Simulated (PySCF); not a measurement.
The vertical singlet excitations below were computed for one of the candidates. Method: PySCF 2.14.0, density-fitted response routines, TDDFT CAM-B3LYP/def2-SVPD, vertical, gas phase, core orbitals frozen in the response. Geometries: GFN2-xTB, one conformer each.

```json
{"state": "S1", "λ (nm)": "198.6", "f": "0.0033"}
{"state": "S2", "λ (nm)": "185.1", "f": "0.0020"}
{"state": "S3", "λ (nm)": "179.2", "f": "0.043"}
{"state": "S4", "λ (nm)": "177.4", "f": "0.0046"}
{"state": "S5", "λ (nm)": "172.3", "f": "0.024"}
{"state": "S6", "λ (nm)": "168.1", "f": "0.043"}
{"state": "S7", "λ (nm)": "161.6", "f": "0.018"}
{"state": "S8", "λ (nm)": "160.1", "f": "0.020"}
```

Triplets computed (Tamm–Dancoff): 6.02, 6.50, 6.57 eV.

Orbital energies (eV): HOMO-3 -10.98, HOMO-2 -10.67, HOMO-1 -9.17, HOMO -8.25, LUMO 0.97, LUMO+1 1.42, LUMO+2 1.54.

Task: Which candidate is it? All have the formula CH10N2OSi2.
A. `CO[Si@H](N)N[SiH3]`
B. `CN([SiH3])[Si@@H](N)O`
C. `CN[Si@@H]([SiH2]N)O`

Result: B. Its S1 lies at 6.24 eV; the nearest of the others has S1 at 6.54 eV. S1 is HOMO→LUMO (60%), HOMO→LUMO+2 (28%), HOMO→LUMO+3 (8%). Löwdin shares by element: HOMO nitrogen 55% or more, silicon 14%, carbon 10% (atoms not listed hold the other 20%); LUMO silicon 40%, oxygen 12%, hydrogen 6% or more (atoms not listed hold the other 42%). At the same level the other candidates give, for their lowest levels:
- `CN[Si@H](O)[SiH2]N`: 226 nm (f 0.001); 216 nm (f 0.016); 208 nm (f 0.003); 188 nm (f 0.021); 180 nm (f 0.020); T1 5.05 eV; HOMO -8.11, LUMO 0.37 eV
- `CO[Si@H](N)N[SiH3]`: 190 nm (f 0.004); 180 nm (f 0.030); 166 nm (f 0.032); 162 nm (f 0.011); 159 nm (f 0.021); T1 6.25 eV; HOMO -8.85, LUMO 0.89 eV

The values belong to the conformer `[CH3:1][N:2]([SiH3:3])[Si@@H:4]([NH2:5])[OH:6]`: C1–N2–Si4–N5 -151°, H–N5–Si4–N2 -48°, H–N5–Si4–N2 179°, H–O6–Si4–N2 -71°.

Without π bonds the low states are Rydberg-like; a valence basis with one diffuse set may place them up to an eV too high.
